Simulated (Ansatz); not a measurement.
**Molecular dynamics of AlBClH₂N**

The input (input.yaml):

```yaml
crystal:
  periodic: [false, false, false]
  atoms:
    - { symbol: Cl, position_ang: [-1.350261, -2.744652, 0.61482] }
    - { symbol: Al, position_ang: [-0.301915, -1.127234, -0.208025] }
    - { symbol: B, position_ang: [0.61777, 0.559912, -0.7425] }
    - { symbol: "N", position_ang: [-0.055852, 0.539968, 0.487339] }
    - { symbol: H, position_ang: [1.252707, 1.39044, -1.34115] }
    - { symbol: H, position_ang: [-0.120348, 1.317667, 1.143318] }
basis:
  gaussian: { orbitals: def2-SVP }
hamiltonian:
  xc: pbe0
  dispersion: d4
md:
  timestep: 0.5
  n_steps: 100
  ensemble: nve
  temperature: 700.0
  initial_velocities: maxwell_boltzmann
  seed: 216548
scf:
  lower_state_search: "off"
```

Run as:

```bash
$ ansatz run input.yaml --threads 1 --pin off --max-ram 2048MiB --backend cpu --events-out ev --progress --plain --runs-dir out
```

It starts from a relaxed structure.

Output, in part (step lines, the closing report, with atoms numbered from 0):

```
md step     0: t =     0.00 fs  T =   700.0 K  F+E_penalty+E_count = -21302.80206935 eV  E_kin = 0.361928 eV  conserved = -21302.44014135 eV  (15 SCF iters)
[... lines left out ...]
Total energy: -21302.55868847 eV, -782.8545924083 hartree
Atom 0 at    -1.318031    -2.816911     0.610275 Å, force    -0.056164     0.281261     0.064707 eV/Å
Atom 1 at    -0.429603    -1.081617    -0.188528 Å, force     0.772490     1.102439    -0.231299 eV/Å
Atom 2 at     0.735510     0.545810    -0.727251 Å, force    -0.458868    -1.001009     0.247209 eV/Å
Atom 3 at    -0.022535     0.651160     0.443359 Å, force     0.074726     1.256658     1.596724 eV/Å
Atom 4 at     1.619137     1.152150    -1.263791 Å, force    -0.028597     0.235815    -0.107091 eV/Å
Atom 5 at     0.071993     1.482284     1.151530 Å, force    -0.303587    -1.875164    -1.570251 eV/Å
Dipole moment:    -0.054286     0.248523     0.166272 e Å
```

The steps, from the saved trajectory:

```json
{"time (fs)": "0.0", "T (K)": "700", "potential energy less start (eV)": "0.000", "conserved less start (meV/atom)": "0.00"}
{"time (fs)": "1.5", "T (K)": "528", "potential energy less start (eV)": "0.091", "conserved less start (meV/atom)": "0.35"}
{"time (fs)": "3.0", "T (K)": "382", "potential energy less start (eV)": "0.168", "conserved less start (meV/atom)": "0.50"}
{"time (fs)": "4.5", "T (K)": "485", "potential energy less start (eV)": "0.112", "conserved less start (meV/atom)": "0.23"}
{"time (fs)": "6.0", "T (K)": "473", "potential energy less start (eV)": "0.118", "conserved less start (meV/atom)": "0.11"}
{"time (fs)": "7.5", "T (K)": "287", "potential energy less start (eV)": "0.216", "conserved less start (meV/atom)": "0.52"}
{"time (fs)": "9.0", "T (K)": "346", "potential energy less start (eV)": "0.184", "conserved less start (meV/atom)": "0.14"}
{"time (fs)": "10.5", "T (K)": "289", "potential energy less start (eV)": "0.214", "conserved less start (meV/atom)": "0.31"}
{"time (fs)": "12.0", "T (K)": "217", "potential energy less start (eV)": "0.252", "conserved less start (meV/atom)": "0.43"}
{"time (fs)": "13.5", "T (K)": "301", "potential energy less start (eV)": "0.208", "conserved less start (meV/atom)": "0.30"}
{"time (fs)": "15.0", "T (K)": "338", "potential energy less start (eV)": "0.188", "conserved less start (meV/atom)": "0.11"}
{"time (fs)": "16.5", "T (K)": "190", "potential energy less start (eV)": "0.267", "conserved less start (meV/atom)": "0.57"}
{"time (fs)": "18.0", "T (K)": "354", "potential energy less start (eV)": "0.180", "conserved less start (meV/atom)": "0.21"}
{"time (fs)": "19.5", "T (K)": "467", "potential energy less start (eV)": "0.121", "conserved less start (meV/atom)": "0.10"}
{"time (fs)": "21.0", "T (K)": "313", "potential energy less start (eV)": "0.203", "conserved less start (meV/atom)": "0.45"}
{"time (fs)": "22.5", "T (K)": "340", "potential energy less start (eV)": "0.189", "conserved less start (meV/atom)": "0.46"}
{"time (fs)": "24.0", "T (K)": "545", "potential energy less start (eV)": "0.081", "conserved less start (meV/atom)": "0.06"}
{"time (fs)": "25.5", "T (K)": "458", "potential energy less start (eV)": "0.127", "conserved less start (meV/atom)": "0.29"}
{"time (fs)": "27.0", "T (K)": "382", "potential energy less start (eV)": "0.167", "conserved less start (meV/atom)": "0.40"}
{"time (fs)": "28.5", "T (K)": "441", "potential energy less start (eV)": "0.135", "conserved less start (meV/atom)": "0.12"}
{"time (fs)": "30.0", "T (K)": "312", "potential energy less start (eV)": "0.203", "conserved less start (meV/atom)": "0.41"}
{"time (fs)": "31.5", "T (K)": "304", "potential energy less start (eV)": "0.207", "conserved less start (meV/atom)": "0.41"}
{"time (fs)": "33.0", "T (K)": "420", "potential energy less start (eV)": "0.146", "conserved less start (meV/atom)": "0.13"}
{"time (fs)": "34.5", "T (K)": "318", "potential energy less start (eV)": "0.199", "conserved less start (meV/atom)": "0.26"}
{"time (fs)": "36.0", "T (K)": "246", "potential energy less start (eV)": "0.238", "conserved less start (meV/atom)": "0.54"}
{"time (fs)": "37.5", "T (K)": "459", "potential energy less start (eV)": "0.125", "conserved less start (meV/atom)": "0.01"}
{"time (fs)": "39.0", "T (K)": "360", "potential energy less start (eV)": "0.178", "conserved less start (meV/atom)": "0.29"}
{"time (fs)": "40.5", "T (K)": "206", "potential energy less start (eV)": "0.259", "conserved less start (meV/atom)": "0.52"}
{"time (fs)": "42.0", "T (K)": "318", "potential energy less start (eV)": "0.200", "conserved less start (meV/atom)": "0.31"}
{"time (fs)": "43.5", "T (K)": "408", "potential energy less start (eV)": "0.152", "conserved less start (meV/atom)": "0.06"}
{"time (fs)": "45.0", "T (K)": "250", "potential energy less start (eV)": "0.236", "conserved less start (meV/atom)": "0.50"}
{"time (fs)": "46.5", "T (K)": "303", "potential energy less start (eV)": "0.206", "conserved less start (meV/atom)": "0.21"}
{"time (fs)": "48.0", "T (K)": "319", "potential energy less start (eV)": "0.199", "conserved less start (meV/atom)": "0.24"}
{"time (fs)": "49.5", "T (K)": "237", "potential energy less start (eV)": "0.242", "conserved less start (meV/atom)": "0.41"}
```

All steps were run. The conserved energy stayed within 0.6 meV per atom of its start (net change 0.41 meV per atom), so the integration is sound. A run of 0.05 ps of so small a system gives no equilibrium averages.

The same pairs are bonded in the first frame and the last. Pairs count as bonded within 1.25 times the sum of covalent radii (0.12 Å more for H–H).

Last frame:

```xyz
6
Properties=species:S:1:pos:R:3
Cl -1.318 -2.817 0.610
Al -0.430 -1.082 -0.189
B 0.736 0.546 -0.727
N -0.022 0.651 0.443
H 1.619 1.152 -1.264
H 0.072 1.482 1.151
```

Run time: 2.8 min on 1 CPU thread of a shared host.
